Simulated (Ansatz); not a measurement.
`[F][GaH][O][GeH3]` + `C#N` → `N#[C][GeH3]` + `[OH][GaH][F]` at 600 K and 1 bar (formal exchange of groups at a Ge–O bond).

Program: Ansatz. Geometries: PBE0-D4/def2-TZVP. ΔE: electronic, gas phase. CCSD(T)/CBS is the MP2 limit (def2-TZVPP, def2-QZVPP) plus CCSD(T) − MP2 in def2-TZVPP, frozen cores. This one scheme is used for every species. For Ga, Ge outer-core shells are correlated without core-valence functions, which leaves a few kJ/mol of doubt a bond. Scalar relativity is left out up to krypton. Each species was taken in one conformer, which may not be the lowest.

| species | CCSD(T)/CBS energy (Eh) | H − E (kJ/mol) | S (J/(mol·K)) |
| --- | --- | --- | --- |
| `[F][GaH][O][GeH3]` | -4177.50205 | 153.5 | 450.6 |
| `C#N` | -93.32098 | 64.3 | 228.4 |
| `N#[C][GeH3]` | -2170.64236 | 121.5 | 334.0 |
| `[OH][GaH][F]` | -2100.17635 | 96.3 | 342.0 |

H − E and S are ideal-gas, rigid-rotor, harmonic terms from PBE0-D4/def2-TZVP, for one conformer and one mirror image of each species. 1 Eh = 2625.50 kJ/mol, R = 8.31446 J/(mol·K).

Problem. By hand: ΔE, ΔH, ΔS and ΔG.

Solution. ΔE = (-2170.64236) + (-2100.17635) − (-4177.50205) − (-93.32098) = 0.00432 Eh = 11.3 kJ/mol. Δ(H − E) = 121.5 + 96.3 − 153.5 − 64.3 = 0.0, so ΔH = 11.3 kJ/mol. ΔS = 334.0 + 342.0 − 450.6 − 228.4 = -3.0 J/(mol·K). ΔG = 11.3 − 600 × (-3.0)/1000 = 13.1 kJ/mol.

Problem. By hand: the equilibrium constant, and the temperature at which ΔG would vanish if ΔH and ΔS stayed fixed.

Solution. log₁₀ K = −ΔG/(RT ln 10) = -1.1. ΔH and −TΔS have one sign here, so there is no such temperature. One of them is within its doubt of zero, so this could turn.

The number of gas molecules stays the same, so ΔS is small and ΔH decides. A doubt of 5 kJ/mol in ΔE shifts log₁₀ K by 0.4 here. Other conformers and mirror images would add mixing entropy, several J/(mol·K) or more a flexible species. Modes under 60 cm⁻¹, often nearly free rotors, make the harmonic entropy too high. These are equilibria of isolated gas molecules and say nothing of rates. Largest T1 diagnostic: 0.015 (customary marks: 0.02 for closed shells, 0.045 for open ones).
